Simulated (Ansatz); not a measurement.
`C=C(C)[SiH2][AlH2]` + H₂ → `C=C(C)[SiH3]` + `[AlH3]` at 298.15 K and 1 bar (hydrogenolysis of the Si–Al bond).

Calculated with Ansatz (gas phase, PBE0-D4/def2-TZVP geometries, no zero-point term in ΔE). CBS: MP2 limit from def2 TZ/QZ plus the TZ coupled-cluster correction, frozen cores. This one scheme is used for every species. Each species was taken in one conformer, which may not be the lowest.

```csv
species,CCSD(T)/CBS energy (Eh),H − E (kJ/mol),S (J/(mol·K))
`C=C(C)[SiH2][AlH2]`,-650.62426,289.3,386.5
H₂,-1.17544,35.1,130.4
`C=C(C)[SiH3]`,-408.02495,268.0,318.7
`[AlH3]`,-243.78045,58.9,207.5
```

H − E and S are ideal-gas, rigid-rotor, harmonic terms from PBE0-D4/def2-TZVP, for one conformer and one mirror image of each species. For small species the MP2-based limit differs from directly extrapolated CCSD(T) by up to some mEh (0.8 for H₂); such offsets cancel only in part. 1 Eh = 2625.50 kJ/mol, R = 8.31446 J/(mol·K).

Question: By hand: ΔE, ΔH, ΔS and ΔG.

Answer: ΔE = (-408.02495) + (-243.78045) − (-650.62426) − (-1.17544) = -0.00570 Eh = -15.0 kJ/mol. Δ(H − E) = 268.0 + 58.9 − 289.3 − 35.1 = 2.5, so ΔH = -12.5 kJ/mol. ΔS = 318.7 + 207.5 − 386.5 − 130.4 = 9.3 J/(mol·K). ΔG = -12.5 − 298.15 × (9.3)/1000 = -15.3 kJ/mol.

Question: By hand: the equilibrium constant, and the temperature at which ΔG would vanish if ΔH and ΔS stayed fixed.

Answer: log₁₀ K = −ΔG/(RT ln 10) = 2.7. ΔH and −TΔS have one sign here, so there is no such temperature.

The number of gas molecules stays the same, so ΔS is small and ΔH decides. A doubt of 5 kJ/mol in ΔE shifts log₁₀ K by 0.9 here. Other conformers and mirror images would add mixing entropy, several J/(mol·K) or more a flexible species. Modes under 60 cm⁻¹, often nearly free rotors, make the harmonic entropy too high. These are equilibria of isolated gas molecules and say nothing of rates. Largest T1 diagnostic: 0.012 (customary marks: 0.02 for closed shells, 0.045 for open ones).

ΔS is within the doubt of such terms, so its sign, and with it that verdict, could turn.
